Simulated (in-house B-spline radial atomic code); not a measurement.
Configurations of W5+, with energies counted from [Xe] 4f14 (5d3/2)1. Method: Dirac-Hartree-Fock, average of each configuration as written, Fermi nucleus of rms radius 5.3658 fm. Calculated with a B-spline radial code for spherical atoms. Energies include first-order Breit, QED and recoil terms.

Occupations are held fixed; configurations that lie above the ionisation limit could autoionise.

| configuration | E - E(ref) (eV) | highest orbital | its <r> (bohr) |
| --- | --- | --- | --- |
| [Xe] 4f14 (7d5/2)1 | 43.853 | 7d5/2 | 5.799 |
| [Kr] 4d10 4f14 5s2 (5p1/2)2 (5p3/2)3 (5d5/2)1 9s1 | 93.228 | 9s1/2 | 9.262 |
| [Kr] 4d10 4f14 5s2 (5p1/2)2 (5p3/2)3 (5d5/2)1 (9f5/2)1 | 98.758 | 9f5/2 | 14.8 |
| [Kr] (4d3/2)3 (4d5/2)6 4f14 5s2 5p6 (5d5/2)1 (5f5/2)1 | 300.41 | 5f5/2 | 2.829 |
| [Kr] (4d3/2)4 (4d5/2)5 4f14 5s2 5p6 (5d3/2)1 (8g7/2)1 | 310.53 | 8g7/2 | 14.17 |
| [Kr] (4d3/2)3 (4d5/2)6 4f14 5s2 5p6 (5d5/2)1 (8p3/2)1 | 315.1 | 8p3/2 | 7.167 |

Q: Order these further configurations by energy, lowest first.
A. [Xe] (4f5/2)6 (4f7/2)7 (5d3/2)1 8s1
B. [Xe] 4f14 (5d5/2)1
C. [Xe] (4f5/2)5 (4f7/2)8 (5d5/2)1 (7p3/2)1
D. [Kr] 4d10 4f14 5s2 (5p1/2)2 (5p3/2)3 (5d3/2)1 (7f7/2)1
E. [Kr] (4d3/2)4 (4d5/2)5 4f14 5s2 5p6 (5d3/2)1 (6p3/2)1

A: B (1.0057 eV), C (79.229 eV), A (82.282 eV), D (90.864 eV), E (274.13 eV).

Q: How far above the reference does [Kr] (4d3/2)4 (4d5/2)5 4f14 5s2 5p6 (5d3/2)1 (9f5/2)1 lie?

A: 310.43 eV; its least bound orbital is 9f5/2 with <r> = 14.69 bohr.
